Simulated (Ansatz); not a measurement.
CH7GaSi, SMILES `[SiH3][CH2][GaH2]`, relaxed with RKS PBE0-D4/def2-TZVP in the Gaussian-basis code of Ansatz from a GFN2-xTB geometry. The force threshold is 0.005 eV/Å; the program also tests the step.

Charge 0, multiplicity 1.

Start:

```xyz
10

Si   -0.283    1.297    0.645
C    -0.207   -0.606    0.560
Ga    0.513   -1.186   -1.231
H    -0.800    1.719    1.952
H    -1.174    1.793   -0.419
H     1.066    1.850    0.449
H    -1.208   -1.022    0.717
H     0.433   -0.977    1.368
H     2.051   -1.179   -1.608
H    -0.389   -1.691   -2.434
```

| step | energy (eV) | largest force (eV/Å) | largest move (Å) |
| --- | --- | --- | --- |
| 1 | -61395.3124 | 0.789 | 0.000 |
| 2 | -61395.3861 | 0.377 | 0.134 |
| 3 | -61395.3965 | 0.061 | 0.020 |
| 4 | -61395.3972 | 0.017 | 0.015 |
| 5 | -61395.3980 | 0.018 | 0.058 |
| 6 | -61395.3983 | 0.024 | 0.061 |
| 7 | -61395.3985 | 0.022 | 0.018 |
| 8 | -61395.3986 | 0.013 | 0.039 |
| 9 | -61395.3987 | 0.014 | 0.018 |
| 10 | -61395.3987 | 0.010 | 0.008 |
| 11 | -61395.3987 | 0.006 | 0.003 |
| 12 | -61395.3987 | 0.001 | 0.005 |
| 13 | -61395.3987 | 0.006 | 0.011 |
| 14 | -61395.3987 | 0.003 | 0.003 |
| 15 | -61395.3987 | 0.002 | 0.005 |

End:

```xyz
10

Si   -0.306    1.258    0.631
C    -0.155   -0.599    0.511
Ga    0.527   -1.201   -1.234
H    -0.822    1.696    1.957
H    -1.233    1.773   -0.415
H     1.019    1.903    0.417
H    -1.144   -1.034    0.683
H     0.520   -0.939    1.302
H     2.074   -1.360   -1.451
H    -0.480   -1.497   -2.402
```

It took 70 s on 2 threads of an Arm Neoverse V1 on a shared host, with 0.38 GiB of host memory at the peak.
